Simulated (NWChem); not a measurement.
Molecule: C$_{2}$H$_{3}$BF$_{2}$O; SMILES FB(F)C(C)=O

```xyz
9

C     -0.6310    -1.7143    -0.8375
C      0.0906    -0.7973     0.1065
O      0.7826    -1.2033     1.0196
B     -0.0059     0.7956    -0.0083
F      0.9344     1.4897    -0.6106
F     -0.9937     1.4564     0.5570
H     -0.3144    -1.5139    -1.8748
H     -1.7159    -1.5207    -0.7943
H     -0.4247    -2.7615    -0.5766
```
Atoms are numbered in this order, from 1.

Computed with NWChem. Pople sets run with spherical d functions. Structure relaxed at the PBE0/def2-SVP level. Vertical excitations in the gas phase.

Problem. What does the run give for PBE0/6-31G*, TDA? Quantities: lowest excitation, singlet (eV); oscillator strength of that lowest state; lowest triplet (eV); orbital gap (eV).

Solution. 
```
Item                                      Value
----------------------------------------  -----
lowest excitation, singlet (eV)            3.89
oscillator strength of that lowest state  0.000
lowest triplet (eV)                        3.13
orbital gap (eV)                           6.27
```
